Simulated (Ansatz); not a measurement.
`F[SiH](F)S[SiH](Cl)Cl` + NH₃ → `N[SiH](Cl)Cl` + `F[SiH](F)S`  (ligand exchange at the Si–S bond)

Program: Ansatz. Geometries: PBE0-D4/def2-TZVP. ΔE: electronic, gas phase. CBS: MP2 limit from def2 TZ/QZ plus the TZ coupled-cluster correction, frozen cores. This one scheme is used for every species. DFT in def2-TZVPP. Each species was taken in one conformer, which may not be the lowest.

`F[SiH](F)S[SiH](Cl)Cl`:

```xyz
9

F    -0.500    2.106   -0.997
Si    0.503    1.594    0.116
F     1.718    0.941   -0.662
S    -0.422    0.179    1.379
Si   -0.535   -1.441   -0.001
Cl    1.109   -2.629    0.136
Cl   -2.180   -2.526    0.500
H     0.965    2.737    0.915
H    -0.657   -0.960   -1.387
```

NH₃:

Z-matrix (Å, degrees):
```
N
H 1 1.013
H 1 1.013 2 107.1
H 1 1.013 2 107.1 3 -114.5
```

`N[SiH](Cl)Cl`:

Z-matrix (Å, degrees):
```
Si
Cl 1 2.041
Cl 1 2.056 2 107.0
N 1 1.692 2 107.5 3 124.1
H 1 1.472 2 110.9 3 -115.5
H 4 1.007 1 120.6 2 -43.0
H 4 1.008 1 120.1 2 169.5
```

`F[SiH](F)S`:

Cartesian coordinates in Å:
```
F -0.720 1.223 0.938
Si 0.023 -0.106 0.495
F -1.107 -1.215 0.435
S 0.964 0.130 -1.373
H 1.027 -0.473 1.504
H -0.186 0.441 -1.999
```

(1) Is it downhill or uphill in electronic energy at CCSD(T)/CBS, and by how much? (Estimate.)

(2) What do these levels give: LDA (SPW92), PBE-D4, r2SCAN0-D4, HF/def2-TZVPP, MP2/def2-TZVPP, MP2/CBS(def2)? (Estimate.)

Largest T1 diagnostic among the species: 0.012.

## Answers

(1) The calculation gave: Downhill: ΔE = -3.6 kJ/mol.

(2) The calculation gave: LDA (SPW92) -7.0, PBE-D4 4.7, r2SCAN0-D4 -4.4, HF/def2-TZVPP -25.8, MP2/def2-TZVPP -2.7, MP2/CBS(def2) 1.2 kJ/mol.

The D4 term adds +12.4 kJ/mol with B3LYP and +7.2 kJ/mol with PBE0; it sums over pairs of atoms, weighted by their polarisabilities, and B3LYP, whose exchange is more repulsive, gets the larger term. At CCSD(T), def2-SVP lies −5.6 kJ/mol from the extrapolated value and def2-TZVPP −4.0 kJ/mol.

B3LYP here is the variant with VWN-RPA as its local correlation; programs differ in this.
